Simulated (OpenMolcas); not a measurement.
**Co³⁺: the spin-orbit constant, worked from levels**

```
Program             : OpenMolcas
Basis               : ANO-RCC-VTZP [6s5p3d2f1g]
Scalar Hamiltonian  : DKH2, point nucleus
Active space        : 12 electrons in 8 orbitals (RAS1 3p, at most 2 holes; RAS2 3d)
State averaging     : 2S+1 = 5 even, 5 roots; 2S+1 = 3 even, 45 roots; 2S+1 = 1 even, 44 roots
Spin-orbit coupling : RASSI with atomic mean-field integrals over the reference wave functions, term energies averaged over their components
```

Methods: RASSCF; MS-RASPT2, IPEA 0.25 Eh, imaginary shift 0.1 Eh (closed shells correlated: 3s). Measured levels: Sugar and Corliss, J. Phys. Chem. Ref. Data 10, 1097 (1981).

**The spin-orbit constant.** For the Hund term ⁵D of d6, E(J) = (A/2) J(J+1) + constant and ζ = -2S·A = -4A. From J = 0 to J = 4 the energy changes by 10 A.

```tsv
Source	E(4) - E(0)	A	ζ
RASSCF	-1548.7	-154.9	619
MS-RASPT2	-1550.3	-155.0	620
measured	-1493.6	-149.4	597
```

All in cm-1. MS-RASPT2 is off by +3.8 % and RASSCF by +3.7 %. Both methods take the spin-orbit matrix elements from the reference wave functions, so the second can move ζ only through the term energies and any multistate remixing. Second-order mixing with other terms is absorbed into this ζ.

Active for correlation alone: 3p; no level in the range computed is led by a configuration that opens it, so any true level of that kind is missing. Without dynamic correlation excited terms often stand tens of per cent too high (terms of higher spin than the ground term too low), and those without a measured partner can miss by more than the paired ones (holds for RASSCF). Computed and measured levels are paired by configuration, term and J; levels that our copy of the source lacks, or whose pairing is in doubt (as where it misses far off the trend of its configuration), stay unpaired and out of the deviations. Levels of configurations outside the active space are missing.
